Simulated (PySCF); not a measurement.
A PySCF script (with the pyscf-properties extension) for the NMR shieldings of `InChI=1S/C2H11NOSi2/c3-5-1-2-6-4/h4H,1-3,5-6H2`, on a PBE0-D3(BJ)/def2-SVP geometry:

```python
import basis_set_exchange as bse
import numpy as np
from pyscf import gto, scf
from pyscf.prop import nmr

atoms = """
N    -0.465006    1.972470    0.384720
Si   -1.588585    0.714634   -0.140726
C    -0.933432   -0.984389    0.324670
C     0.303094   -1.502335   -0.422610
Si    1.932531   -0.611406   -0.081972
O     1.932143    0.947329   -0.640480
H    -0.330204    2.058764    1.390255
H    -0.640426    2.901671    0.007811
H    -1.716619    0.885848   -1.618187
H    -2.947678    0.870185    0.475628
H    -0.756545   -0.980526    1.416949
H    -1.790104   -1.668585    0.181242
H     0.475096   -2.564280   -0.166930
H     0.132521   -1.484678   -1.513868
H     2.169112   -0.677848    1.402722
H     3.035024   -1.336725   -0.776640
H     1.162223    1.460548   -0.306018
"""
names = dict.fromkeys(["N", "Si", "C", "O", "H"], "pcSseg-1")
basis = {el: gto.basis.parse(bse.get_basis(n, elements=[el], fmt="nwchem")) for el, n in names.items()}
mol = gto.M(atom=atoms, basis=basis, charge=0, verbose=0)
mf = scf.RHF(mol)
mf.conv_tol = 1e-9
mf.kernel()

calc = nmr.RHF(mf)   # GIAO
C = mf.mo_coeff
Co = C[:, mf.mo_occ > 0]
resp = mf.gen_response(singlet=True, hermi=2)
def vind(x):   # induced exchange potential for any number of trial vectors
    d = np.einsum("pi,xij,qj->xpq", C, 2 * x.reshape(-1, C.shape[1], Co.shape[1]), Co, optimize=True)
    return np.einsum("xpq,pi,qj->xij", resp(d - d.transpose(0, 2, 1)), C, Co, optimize=True).ravel()
mo1, _ = nmr.rhf.solve_mo1(calc, with_cphf=vind)
sigma = calc.kernel(mo1)
for i, s in enumerate(sigma):   # ppm
    print("%2d %-2s %9.2f" % (i, mol.atom_pure_symbol(i), np.trace(s) / 3))
```

**Question.** Give the expected output.

**Answer.** 
```
 0 N     253.46
 1 Si    414.37
 2 C     184.11
 3 C     180.90
 4 Si    412.35
 5 O     309.37
 6 H      31.48
 7 H      31.13
 8 H      27.53
 9 H      27.40
10 H      31.16
11 H      30.97
12 H      31.26
13 H      31.04
14 H      27.45
15 H      27.43
16 H      24.57
```

These numbers come from an equivalent density-fitted implementation of the same equations, which agrees with the script to about 0.01 ppm for H and up to a few tenths of a ppm for heavy atoms, so last digits may differ.

**Question.** Turn these shieldings into chemical shifts. Referencing at the same level of theory: ¹⁵N (σ = 265.72 ppm) vs NH3; TMS for ²⁹Si (σ = 393.43 ppm), ¹³C (σ = 190.85 ppm), ¹H (σ = 31.69 ppm); ¹⁷O (σ = 333.31 ppm) vs H2O.

**Answer.** Averaging equivalent atoms: N 0: 12.3; Si 4: -18.9; Si 1: -20.9; C 3: 9.9; C 2: 6.7; O 5: 23.9; H 16: 7.12; H 14/15: 4.25; H 8/9: 4.22; H 10/11: 0.62; H 12/13: 0.53; H 6/7: 0.39 ppm. Experimental scales use liquid or dissolved standards, which lie at an offset from isolated NH3 (liquid NH3: subtract about 20 ppm) and H2O (liquid H2O: subtract about 36 ppm).

Size and cost of the density-fitted run: 171 basis functions, 17 s wall time on 1 thread of an Arm Neoverse N1, shared host; peak memory 0.82 GiB.
